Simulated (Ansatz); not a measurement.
`Cl[SiH2][SeH]` + H₂Te → `[SeH][SiH2][TeH]` + HCl at 600 K and 1 bar (ligand exchange at the Si–Cl bond).

Gas-phase electronic energies from Ansatz, PBE0-D4/def2-TZVP geometries. CBS: MP2 limit from def2 TZ/QZ plus the TZ coupled-cluster correction, frozen cores. This one scheme is used for every species. def2 core potentials past Kr. For Se, Te outer-core shells are correlated without core-valence functions, which leaves a few kJ/mol of doubt a bond. Scalar relativity is left out up to krypton. One conformer a species, not always the lowest.

| species | CCSD(T)/CBS energy (Eh) | H − E (kJ/mol) | S (J/(mol·K)) |
| --- | --- | --- | --- |
| `Cl[SiH2][SeH]` | -3151.43476 | 114.1 | 387.9 |
| H₂Te | -268.91024 | 52.9 | 255.0 |
| `[SeH][SiH2][TeH]` | -2959.95331 | 136.7 | 430.2 |
| HCl | -460.38127 | 35.4 | 207.2 |

H − E and S are ideal-gas, rigid-rotor, harmonic terms from PBE0-D4/def2-TZVP, for one conformer and one mirror image of each species. 1 Eh = 2625.50 kJ/mol, R = 8.31446 J/(mol·K).

Task: By hand: ΔE, ΔH, ΔS and ΔG.

Result: ΔE = (-2959.95331) + (-460.38127) − (-3151.43476) − (-268.91024) = 0.01042 Eh = 27.4 kJ/mol. Δ(H − E) = 136.7 + 35.4 − 114.1 − 52.9 = 5.1, so ΔH = 32.5 kJ/mol. ΔS = 430.2 + 207.2 − 387.9 − 255.0 = -5.5 J/(mol·K). ΔG = 32.5 − 600 × (-5.5)/1000 = 35.8 kJ/mol.

Task: By hand: the equilibrium constant, and the temperature at which ΔG would vanish if ΔH and ΔS stayed fixed.

Result: log₁₀ K = −ΔG/(RT ln 10) = -3.1. ΔH and −TΔS have one sign here, so there is no such temperature.

The number of gas molecules stays the same, so ΔS is small and ΔH decides. A doubt of 5 kJ/mol in ΔE shifts log₁₀ K by 0.4 here. Other conformers and mirror images would add mixing entropy, several J/(mol·K) or more a flexible species. These are equilibria of isolated gas molecules and say nothing of rates. Largest T1 diagnostic: 0.010 (customary marks: 0.02 for closed shells, 0.045 for open ones).

ΔS is within the doubt of such terms, so its sign, and with it that verdict, could turn.
